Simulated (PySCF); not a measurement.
Species: C6H5F2O2 (doublet state).
Z-matrix (Å and degrees, GFN2-xTB geometry), rows numbered from 1:
```
O 
C   1  1.2011
C   2  1.4804  1  127.34
C   3  1.3179  2  108.56  1  -173.67
C   4  1.4665  3  116.40  2     0.08
C   2  1.5403  1  125.94  3   179.47
O   6  1.4160  2  113.65  1    50.46
C   7  1.3574  6  115.70  2   -75.17
F   8  1.3354  7  107.65  6   177.51
F   8  1.3621  7  110.90  6   -66.49
H   3  1.0724  2  121.48  1     4.62
H   5  1.0911  4  111.04  3   109.92
H   5  1.0894  4  112.92  3  -128.23
H   6  1.1002  2  108.16  1   -71.91
H   8  1.1048  7  115.03  6    55.56
```

The hyperfine couplings belong to this conformer and change with its torsions.

As a line formula: `O=C1C=[C]C[C@@H]1OC(F)F` [radical].

Computed, not measured: UKS B3LYP, pcH-1 on C F H O, non-relativistic, mean-field spin-orbit, GIAO in PySCF 2.14.0. Isolated species at its GFN2-xTB geometry (one conformer only). A GFN2-xTB geometry isn't a minimum of the functional, and hyperfine couplings can be far from their values at a DFT geometry. Stability of the SCF solution: not tested.

Principal values of hyperfine tensors in MHz (contact and dipolar terms together), for some of the nuclei:

```
atom  isotope      A1      A2      A3
  C4      13C  342.32  361.67  551.39
  C2      13C   59.29   59.77   75.45
  C5      13C   19.90   20.57   41.46
  C6      13C   13.51   15.57   35.96
 H13       1H   12.74   14.71   32.33
  O7      17O  -12.29   -8.95   -8.33
 H12       1H    2.61    5.24   21.25
  C3      13C  -14.42    4.27   25.85
```

Q: Give the isotropic coupling of each nucleus in MHz and in mT (g = 2.0024), and the anisotropic part.

A: a_iso = (A1 + A2 + A3)/3, Ti = Ai − a_iso; 1 mT corresponds to 28.026 MHz.

```csv
atom,a_iso (MHz),a_iso (mT),T1,T2,T3
C4,418.46,14.931,-76.14,-56.79,132.93
C2,64.83,2.313,-5.54,-5.07,10.61
C5,27.31,0.975,-7.41,-6.74,14.15
C6,21.68,0.774,-8.17,-6.11,14.28
H13,19.93,0.711,-7.19,-5.22,12.40
O7,-9.86,-0.352,-2.44,0.91,1.53
H12,9.70,0.346,-7.09,-4.46,11.55
C3,5.23,0.187,-19.65,-0.96,20.62
```

Q: What spin density at the nucleus of C4 lies behind its contact coupling (g_N = 1.40482)?

A: a_FC = (2μ0/3) gₑ μB g_N μN ρ(0)/(2S·h) = 800.24 MHz × g_N × ρ(0)/(2S), with ρ in bohr⁻³. With a_FC = 418.46 MHz and 2S = 1, ρ(0) = 0.3722 bohr⁻³.

Q: H11 (1H, g_N = 5.58569) isn't in the table. Its spin density at the nucleus is 0.01037 bohr⁻³. What is its contact coupling?

A: By the same relation, a_FC = 46.4 MHz. Its full tensor has the principal values 39.85, 41.37, 57.91 MHz.

Q: Name the largest traceless tensor T of the table and describe it.

A: C4: -76.1, -56.8, 132.9 MHz, rhombic: the two smaller values differ by 15 % of the largest.

Q: In a single crystal, with the field along each principal axis of the tensor of C5 in turn, what first-order splitting does this nucleus give (isotropic g, quadrupole terms neglected)?

A: 2 lines (I = 1/2), spaced by |A_i|/(g × 13.996): 0.71, 0.73, 1.48 mT along the axes of A1, A2 and A3.
